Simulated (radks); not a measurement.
Results of a calculation; reference values are marked as such.
Q: All-electron atom: Co2+ in [Ar] 3d7. Code: a radial shooting solver on a logarithmic mesh with Libxc functionals. Model: scalar-relativistic Kohn-Sham, PBE, spin-polarised, spherical densities, finite nucleus; open shells are filled with parallel spins first; Fermi nuclear charge, rms radius 3.7875 fm. Some entries of the table are withheld. Estimate them.

orbital  occ.  eigenvalue (hartree)  <r> (bohr)  <r^2> (bohr^2)
1s down     1             -279.7357     0.05619        0.004247
1s up       1             -279.7354     0.05619        0.004247
2s up       1             -33.74311      0.2556         0.07712
2s down     1             -33.68643      0.2553         0.07694
2p up       3             -28.99505      0.2251         0.06224
2p down     3             -28.95233      0.2248         0.06205
3s up       1              -4.51415      0.7736          0.6910
3s down     1              -4.39106      0.7756          0.6949
3p up       3                   (1)      0.8151          0.7834
3p down     3                   (2)      0.8188          0.7915
3d up       5                   (3)       1.008           1.318
3d down     2                   (4)       1.044           1.431
4s up       0              -0.78472       2.400           6.534
4s down     0              -0.74760       2.455           6.842
4p up       0              -0.55028       2.870             (5)
4p down     0              -0.52318       2.952             (6)

A: 
(1) 3p up eigenvalue (hartree): -3.16290
(2) 3p down eigenvalue (hartree): -3.04217
(3) 3d up eigenvalue (hartree): -1.04028
(4) 3d down eigenvalue (hartree): -0.92942
(5) 4p up <r^2> (bohr^2): 9.382
(6) 4p down <r^2> (bohr^2): 9.930
